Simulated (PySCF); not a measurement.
## Correlation energy of Si (silicon, neutral)

[Ne] 3s2 3p2, high-spin 3P determinant. Computed with PySCF 2.14 in aug-cc-pVDZ-DK, with scalar relativity by spin-free X2C-1e. Frozen: [Ne]; 4 electrons correlated.

```csv
level,correlation energy (mhartree)
CCSD,-65.98
(T),-1.28
CCSD(T),-67.26
CCSDT,-67.75
FCI,-67.81
```

Diagnostics: T1 = 0.010, D1 = 0.0289, largest double amplitude 0.079, weight of the Hartree-Fock determinant in FCI 0.9284 (33880 determinants).

Cost of the coupled-cluster step: roughly 0.19 core-seconds, for 4 correlated electrons.
